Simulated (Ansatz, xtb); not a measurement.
## C2H3Ca: which of two structures lies lower

Structure X: a doublet given by its coordinates. Structure Y: a doublet given by its coordinates. Both are isolated molecules in the gas phase, relaxed with PBE0-D3(BJ)/def2-SVP.

X (Å):

```csv
atom,x (Å),y (Å),z (Å)
C,-1.5165,-0.2146,1.2002
C,-1.8485,-0.1295,2.4578
Ca,-0.6606,1.9131,2.5629
H,-0.9360,0.3880,0.4760
H,-2.4558,-0.8734,2.9931
H,0.0381,3.5701,3.5072
```

Close contacts (Å): C1–C2 1.30, C1–Ca3 2.67, C2–Ca3 2.37, C1–H4 1.11, C2–H5 1.10, Ca3–H6 2.03.

Y (Å):

```xyz
6

C    -0.0988    0.1287   -0.3739
C    -0.1519   -0.2833   -1.6290
Ca   -0.0197    0.8932    1.8076
H     0.7157   -0.2349   -2.3108
H    -1.0660   -0.7091   -2.0796
H     0.3279    0.5320    3.7806
```

Close contacts (Å): C1–C2 1.32, C1–Ca3 2.31, C2–H4 1.10, C2–H5 1.10, Ca3–H6 2.04.

Task: Estimate which is lower in electronic energy at CCSD(T)/def2-TZVP, and by roughly how much.

Result: The CCSD(T)/def2-TZVP calculation puts structure Y lower, by 24.3 kJ/mol.

Level by level:

```tsv
level	geometry	E(Y) − E(X) (kJ/mol)	departure from the last row (kJ/mol)	job, with rough time for the two
PBE0-D3(BJ)/def2-SVP	PBE0-D3(BJ)/def2-SVP	−24.1	+0.2	optimisation, 10 min
HF/def2-TZVP	PBE0-D3(BJ)/def2-SVP	−60.6	−36.2	part of the CCSD(T) run
MP2/def2-TZVP	PBE0-D3(BJ)/def2-SVP	−14.9	+9.5	part of the CCSD(T) run
CCSD(T)/def2-TZVP	PBE0-D3(BJ)/def2-SVP	−24.3		single point, 3.4 min
```

None of the levels shown reverses the order. The largest departure from CCSD(T)/def2-TZVP is that of HF/def2-TZVP, 36.2 kJ/mol. Levels run at GFN2-xTB geometries aren't shown.

With harmonic frequencies from PBE0-D3(BJ)/def2-SVP (ideal gas, rigid rotor, one conformer each, 298.15 K, 1 atm): on the last row, ΔE + ΔZPE = −23.6, ΔH = −22.4, ΔG = −24.9 kJ/mol.

Open shells are spin-unrestricted, with notable spin contamination under HF/def2-TZVP, MP2/def2-TZVP, CCSD(T)/def2-TZVP. The correlated steps freeze 7 core orbitals; the last core shell of Ca is correlated, in a basis made for valence electrons. Codes used: Ansatz 0.2.0; the last row on 1 thread of Intel(R) Xeon(R) Processor @ 2.50GHz (Skylake/Cascade Lake) on a shared host.
